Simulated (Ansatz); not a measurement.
All values below come from Ansatz (a quantum-chemistry and plane-wave program) with frozen-core CCSD(T)/cc-pVTZ // PBE-D3(BJ)/def2-TZVP.

Ansatz 0.2 input:
```yaml
crystal:
  periodic: [false, false, false]
  atoms:
    - { symbol: C, position_ang: [-0.712876, -0.013038, 0.095446] }
    - { symbol: C, position_ang: [0.751047, 0.130321, -0.17741] }
    - { symbol: O, position_ang: [1.250411, 1.049605, -0.834109] }
    - { symbol: S, position_ang: [1.935305, -0.991078, 0.404958] }
    - { symbol: H, position_ang: [-1.067579, -0.980826, -0.287438] }
    - { symbol: H, position_ang: [-1.267746, 0.804665, -0.382352] }
    - { symbol: H, position_ang: [-0.888564, 0.00035, 1.180904] }
basis:
  gaussian: { orbitals: cc-pVTZ }
correlation:
  method: ccsd_t
magnetization:
  spin_polarized: true
  initial_magnetization: 1
```

Output:

```
Functional definition: HF
964 factors; integrals over basis functions are off by at most 1.1e-3 eV
mean field evaluation 1: about -14960.3499 eV, gradient 2.7e1 eV
mean field evaluation 2: about -14960.3541 eV, gradient 2.7e1 eV
mean field evaluation 4: about -14963.8896 eV, gradient 4.1e0 eV
mean field evaluation 8: about -14964.1146 eV, gradient 2.3e-1 eV
mean field evaluation 16: about -14960.3487 eV, gradient 2.7e1 eV
mean field evaluation 32: about -14962.1003 eV, gradient 1.1e1 eV
mean field evaluation 64: about -14963.9318 eV, gradient 1.1e0 eV
mean field evaluation 96: about -14963.2737 eV, gradient 1.8e-2 eV
mean field evaluation 128: about -14957.7998 eV, gradient 3.2e-2 eV
mean field evaluation 160: about -14958.4829 eV, gradient 1.1e1 eV
mean field evaluation 192: about -14963.8546 eV, gradient 1.5e-1 eV
mean field evaluation 224: about -14959.3870 eV, gradient 8.9e-4 eV
mean field evaluation 256: about -14963.2752 eV, gradient 1.2e0 eV
mean field -14964.11662990 eV, -549.9211431063 hartree, gradient 1.7e-6 eV, S^2 0.764439; 11 other end points of the search recorded, 0 dependent functions left out
determinant -14964.11662990 eV, -549.9211431063 hartree, with singles and doubles -14984.29695041 eV, -550.6627562064 hartree
determinant -14963.85414485 eV, -549.9114969586 hartree, with singles and doubles -14983.84387568 eV, -550.6461060172 hartree
determinant -14963.27379422 eV, -549.8901694665 hartree, with singles and doubles -14983.68149537 eV, -550.6401386509 hartree
determinant -14963.27146771 eV, -549.8900839688 hartree, with singles and doubles -14983.82689489 eV, -550.6454819845 hartree
determinant -14960.89645626 eV, -549.8028039075 hartree, with singles and doubles -14979.85203199 eV, -550.4994084673 hartree
determinant -14964.11662990 eV, -549.9211431063 hartree, with singles and doubles -14984.16069186 eV, -550.6577487968 hartree
determinant -14963.85414485 eV, -549.9114969586 hartree, with singles and doubles -14983.71354782 eV, -550.6413165564 hartree
determinant -14963.27146771 eV, -549.8900839688 hartree, with singles and doubles -14983.96156210 eV, -550.6504309131 hartree
8 core orbitals not correlated
reference -14964.11662990 eV, -549.9211431063 hartree; 12, 11 occupied and 146, 147 virtual orbitals, 964 factors
second order -19.20788212 eV of doubles, -0.00000000 eV of singles
cycle   1  -20.04405959 eV  change    2.4e-6 eV  update   3.5e-6
perturbative correction -0.96258019 eV, -0.0353741696 hartree
Total energy: -14985.12326969 eV, -550.6931228797 hartree
```

Cost: very roughly 15 core-minutes.
